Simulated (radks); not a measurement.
The numbers below are computed, except where a source is named.
Q: These are the eigenvalues of the occupied orbitals of an atom or ion with whole-number occupations (hartree). Code: a radial shooting solver on a logarithmic mesh with Libxc functionals. Model: Dirac Kohn-Sham, relativistic LDA (MacDonald-Vosko exchange, VWN5 correlation), spin-unpolarised, spherical densities, finite nucleus; Fermi nuclear charge, rms radius of each element as measured or else 0.836 A^(1/3) + 0.57 fm.

orbital  eigenvalue
1s1/2     -3165.092
2s1/2     -603.7159
2p1/2     -581.9833
2p3/2     -507.1783
3s1/2     -181.0344
3p1/2     -171.2108
3p3/2     -154.3922
3d3/2     -138.1120
3d5/2     -134.5027
4s1/2     -73.62674
4p1/2     -69.34345
4p3/2     -64.47170
4d3/2     -57.49701
4d5/2     -56.49494
4f5/2     -47.92668

Which element is it, and in what charge state? The configuration may be excited. Open shells, if any, fill j = l - 1/2 first.

A: Z = 81, thallium, charge +34: Tl34+ in [Kr] 4d10 4f1. The list shows which subshells hold electrons but not how many an open one holds; the 1s level, -3165.1 hartree, gives Z - s = 79.6 by -(Z - s)^2/2, which with screening and relativity narrows Z to a few neighbours, and the depths of the outer levels then fix element, charge and occupations together.
